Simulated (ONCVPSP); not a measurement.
**Cr (Z = 24), ONCV: configuration errors across variants**

* Element: Cr
* Generator: ONCVPSP 4.0.1
* Type: optimised norm-conserving Vanderbilt (ONCV)
* Functional: LDA (Perdew-Zunger)
* Relativity: scalar-relativistic
* Frozen core: [Ne]
* Valence charge: 14
* Reference configuration: 3s2 3p6 3d4 (charge +2)
* Partial waves: 3s: rc 1.50 bohr, ncon 4, nbas 7, qcut 7.8 1/bohr, 3 projectors, debl 2.9 Ha; 3p: rc 1.50 bohr, ncon 4, nbas 8, qcut 9 1/bohr, 1 projector; 3d: rc 1.70 bohr, ncon 4, nbas 8, qcut 9.5 1/bohr, 1 projector
* Local potential: polynomial inside 1.10 bohr (lpopt 1, dvloc0 2 Ha)
* Core correction: none

In the s channel the program set the typed energies aside and used -3.483, 0.250, 3.150 Ha.

All-electron excitation energies from the reference (eV): (1) 3s2 3p6 3d5 4s1 -23.484; (2) 3s2 3p6 3d5 -16.343; (3) 3s2 3p6 3d3 31.026; (4) 3s2 3p6 3d4 4s2 -23.541.

Errors AE − PS in meV (a dash: test not solved or not reliable):

```tsv
change	(1)	(2)	(3)	(4)	bound ghosts	GHOST(+) flags above zero
base	-6.5	+2.6	+58	+6.2	none	s
p: rc 1.08; local potential polynomial inside 1.08 bohr (lpopt 1, dvloc0 2 Ha)	-6.6	+2.6	+58	+5.8	none	s
p: rc 1.26	-6.5	+2.6	+58	+6.2	none	s
p: rc 1.46	-6.5	+2.6	+58	+6.2	none	s
p: rc 1.78	-6.9	+1.9	+56	+6.2	none	s
p: rc 1.96	-7.4	+1.0	+53	+6.2	none	s
```

Q: Give the same row for: p: rc 2.18.

A: -8.9, -1.2, +46, +6.1; bound ghosts: none; GHOST(+) flags above zero: s.
